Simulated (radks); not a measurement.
Ho55+, 12 electrons, occupied as [Ne] 3s2. All-electron calculation, scalar-relativistic Kohn-Sham, BLYP, spin-polarised, spherical densities, finite nucleus; Fermi nuclear charge, rms radius 5.2022 fm. Program: a radial shooting solver on a logarithmic mesh with Libxc functionals.

Normalised radial functions P(r) = r R(r), r in bohr:

r,2p,3s
0.0009274,0.0116,0.2576
0.001151,0.0167,0.3059
0.001429,0.0241,0.3617
0.001773,0.0348,0.4254
0.0022,0.0502,0.4970
0.002731,0.0723,0.5758
0.003389,0.1042,0.6600
0.004207,0.1496,0.7460
0.005221,0.2141,0.8281
0.006479,0.3048,0.8975
0.007978,0.4253,0.9407
0.009901,0.5952,0.9447
0.01229,0.8222,0.8869
0.01525,1.1169,0.7452
0.01893,1.4850,0.4999
0.02349,1.9218,0.1421
0.02916,2.4044,-0.3140
0.03618,2.8842,-0.8168
0.04491,3.2838,-1.2659
0.05574,3.5050,-1.5150
0.06917,3.4543,-1.4033
0.08585,3.0852,-0.8253
0.1066,2.4405,0.1755
0.1322,1.6617,1.3417
0.1641,0.9400,2.2514
0.2037,0.4227,2.5267
0.2528,0.1429,2.0989
0.3138,0.0339,1.2932
0.3894,0.0052,0.5714
0.4833,0.0005,0.1717
0.5998,0.0000,0.0328

2p: eigenvalue -12333.0 eV, 0 radial nodes, <r> = 0.0766 bohr, 90 % of the charge inside 0.124 bohr. 3s: eigenvalue -5464.1 eV, 2 radial nodes at r = 0.0252, 0.103 bohr, <r> = 0.208 bohr, 90 % of the charge inside 0.302 bohr.
